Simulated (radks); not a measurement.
The bismuth ion Bi6+ is in [Xe] 4f14 5d(3/2: 4, 5/2: 5). All-electron calculation, Dirac Kohn-Sham, PBE, spin-unpolarised, spherical densities, finite nucleus; Fermi nuclear charge, rms radius of each element as measured or else 0.836 A^(1/3) + 0.57 fm. Program: a radial shooting solver on a logarithmic mesh with Libxc functionals. Sub-shells are occupied by j as written (lower j first in brackets). One electron is removed from 5p1/2, 5p3/2, 5d3/2, 5d5/2 in turn, with full relaxation. Which removal costs least, and what does each cost?

Answer. 5d5/2 105.76 eV; 5d3/2 109.30 eV; 5p3/2 172.67 eV; 5p1/2 198.44 eV. The 5d5/2 electron leaves first.
